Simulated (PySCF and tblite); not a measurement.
The numbers below are computed, except where a source is named.
## Conformers and averaged properties: C₆H₉FO, numbered as in [O:1]=[C:2]1[CH2:3][CH2:4][CH2:5][CH2:6][C@@H:7]1[F:8]

Conformers came from 90 starts (ETKDG and KDG, MMFF94s, GFN2-xTB); geometries are PBE0-D3(BJ)/def2-SVP. Free energies are PBE0-D3(BJ)/def2-TZVP single points with GFN2-xTB rigid-rotor and vibrational terms (modes under about 100 cm⁻¹ blended into free rotors). Symmetry numbers and mirror images are counted. Conformers within 4 kcal/mol (GFN2-xTB free energy) were kept, 5 at most. GIAO shieldings: PBE0/pcSseg-1. Shifts are against TMS (¹H), TMS (¹³C), CFCl3 (¹⁹F) at the same level; of two unlike H on one atom, a is the less shielded. Codes: tblite and PySCF.

The 6-ring runs over atoms 2–3–4–5–6–7.

```tsv
conformer	shape	symmetry	E(GFN2) kcal/mol	E(DFT) kcal/mol	G(298.15 K) kcal/mol	weight %	dipole D
1	6-ring chair (all substituents equatorial)	C1	1.45	0.00	0.00	57.3	4.51
2	6-ring chair (F8 axial)	C1	0.00	0.01	0.18	42.6	2.90
3	6-ring twist-boat (ring torsions -33, 63, -28, -33, 64, -28°)	C1	2.82	3.90	3.85	0.1	2.72
4	6-ring between boat and twist-boat (ring torsions 56, -39, -18, 61, -45, -12°)	C1	4.47	4.33	4.04	0.1	4.51
```

Weights (%) against temperature:

```json
{"T (K)": "200", "1": "60.1", "2": "39.9", "3": "0.0", "4": "0.0", "S(mix) cal/mol/K": "1.34"}
{"T (K)": "250", "1": "58.4", "2": "41.5", "3": "0.0", "4": "0.0", "S(mix) cal/mol/K": "1.36"}
{"T (K)": "298.15", "1": "57.3", "2": "42.6", "3": "0.1", "4": "0.1", "S(mix) cal/mol/K": "1.38"}
{"T (K)": "350", "1": "56.3", "2": "43.3", "3": "0.2", "4": "0.2", "S(mix) cal/mol/K": "1.41"}
{"T (K)": "400", "1": "55.5", "2": "43.7", "3": "0.4", "4": "0.4", "S(mix) cal/mol/K": "1.46"}
```

Averaged shifts at 298.15 K. ¹H: 4.45 (H7, 1H), 2.50 (H3a, 1H), 2.04 (H3b, 1H), 1.93 (H6a, 1H), 1.91 (H6b, 1H), 1.87 (H5a, 1H), 1.69 (H4a, 1H), 1.68 (H4b, 1H), 1.45 (H5b, 1H) ppm. ¹³C: 210.4 (C2), 94.1 (C7), 41.6 (C3), 36.9 (C6), 29.9 (C4), 23.9 (C5) ppm. ¹⁹F: -211.4 (F8) ppm.

Coordinates of conformer 1 (Å):

```xyz
17

O    -1.002    2.478    0.167
C    -0.647    1.379   -0.169
C    -1.523    0.147   -0.093
C    -0.832   -0.978    0.683
C     0.556   -1.266    0.124
C     1.417   -0.009    0.105
C     0.757    1.107   -0.694
F     1.512    2.240   -0.648
H    -1.722   -0.192   -1.126
H    -2.483    0.441    0.354
H    -1.457   -1.885    0.663
H    -0.745   -0.682    1.743
H     0.465   -1.668   -0.901
H     1.054   -2.049    0.717
H     1.571    0.363    1.133
H     2.415   -0.206   -0.317
H     0.658    0.793   -1.752
```

Coordinates of conformer 2 (Å):

```xyz
17

O     2.019    1.614   -0.559
C     1.224    0.909    0.011
C    -0.055    1.393    0.642
C    -1.246    0.714   -0.051
C    -1.111   -0.806   -0.061
C     0.215   -1.252   -0.673
C     1.383   -0.608    0.055
F     1.358   -1.010    1.380
H    -0.099    2.488    0.568
H    -0.039    1.107    1.708
H    -1.310    1.084   -1.089
H    -2.183    1.014    0.444
H    -1.950   -1.259   -0.612
H    -1.169   -1.189    0.972
H     0.327   -2.347   -0.634
H     0.270   -0.959   -1.735
H     2.359   -0.880   -0.376
```

Unscaled ¹⁹F shifts at such levels can be off by tens of ppm; differences between conformers or isomers are more reliable. Shifts are unscaled: against experiment ¹³C can be off by 15 ppm or more and ¹H by 0.8 ppm.

Search and properties took 4 min on 1 thread of Arm Neoverse V1, on a host shared with other jobs (rough), launched as `OMP_NUM_THREADS=1 python ens_run.py task.json out`.
